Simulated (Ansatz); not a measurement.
Compare A (`O[SiH](Cl)CF`) with its isomer B (`FCO[SiH2]Cl`).

Calculated with Ansatz (gas phase, PBE0-D4/def2-TZVP geometries, no zero-point term in ΔE). CCSD(T)/CBS adds triple-zeta CCSD(T) − MP2 to the extrapolated MP2 energy (def2 sets, frozen cores). Functionals use def2-TZVPP. B3LYP here is the variant with VWN-RPA as its local correlation; programs differ in this. Each species was taken in one conformer, which may not be the lowest.

(1) Which isomer does CCSD(T)/CBS put lower? Give the gap. (Best estimate.)

(2) Give E(B) − E(A) in kJ/mol with ωB97M-V, B2PLYP, CCSD(T)/def2-TZVPP, PBE0-D4, CCSD/def2-TZVPP, r2SCAN-D4, B3LYP. (An estimate is asked.)

Largest T1 diagnostic: 0.011.

Results:

(1) The calculation gave: A, by 37.3 kJ/mol.

(2) The calculation gave: ωB97M-V 36.1, B2PLYP 32.9, CCSD(T)/def2-TZVPP 32.5, PBE0-D4 35.8, CCSD/def2-TZVPP 31.9, r2SCAN-D4 35.5, B3LYP 32.3. None reverses the order clearly.

In def2-TZVPP, CCSD(T) changes the Hartree–Fock value by +12.8 kJ/mol (the triples alone add +0.6 kJ/mol) and MP2 by +16.0 kJ/mol.
